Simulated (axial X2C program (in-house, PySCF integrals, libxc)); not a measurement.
# Correcting the dissociation energy of LiSe for spin–orbit coupling

A spin-free CCSD(T) curve (one-electron X2C) was computed with an in-house relativistic program for diatomic molecules, basis Se dyall-cv3z [8s9p6d4f1g], Li dyall-cv3z [7s8p2d] (cores contracted in-house), for the state M_S = 1/2, Λ = 1 (beyond evenly filled blocks: π+α, π+β, π-α). It gives D0 = 2.734 eV to Se + Li, which in a spin-free picture are the weighted means of the ground terms.

Correlated methods: 7 electrons correlated (number of frozen shells: Se 3 s, 2 p, 1 d; Li 1 s), 187 virtual spin orbitals or spinors in MP2, 69 natural virtuals in coupled cluster.

Measured levels of the ground terms (NIST Handbook of Basic Atomic Spectroscopic Data), in cm⁻¹: Se 3P: J = 2 at 0, J = 1 at 1989.5, J = 0 at 2534.4; Li 2S: J = 1/2 at 0.

The two components of the molecular doublet are 1434 cm⁻¹ apart in the PBE0 2c search (Ω = 3/2 lower), so the lower one lies 717 cm⁻¹ under their mean.

(1) How far does each ground level lie under the (2J+1)-weighted mean of its term?

(2) Correct D0.

Second-order spin–orbit effects in the molecule, which grow quickly with Z, are left out. The state is one determinant whose occupation by symmetry is held fixed; it was picked as the lowest of a PBE0 search that is not exhaustive. Dissociation energies refer to the lowest single-determinant-based atoms at the same level and basis. Coupled cluster ran in a truncated set of natural virtual spinors; the MP2 energy of the rest was added. (T) has no such correction and the atoms are truncated less, which lowers De at CCSD(T) by a hundredth of an eV or more.

Results:

(1) Se: (5 × 0 + 3 × 1989.5 + 1 × 2534.4)/9 = 945 cm⁻¹; Li: a single level, 0.

(2) D0 = 2.734 + (717 − 945)/8065.5 = 2.706 eV at CCSD(T) with these spin–orbit terms. The direct two-component run, taken to the lowest atomic determinants of a wider search where it found them, gives 2.704 eV; the difference holds second-order terms in the molecule, scalar two-electron terms, the gap between measured and computed atomic splittings (a 2c atom can miss part of its lowering) and, in coupled cluster, the truncation of each run.
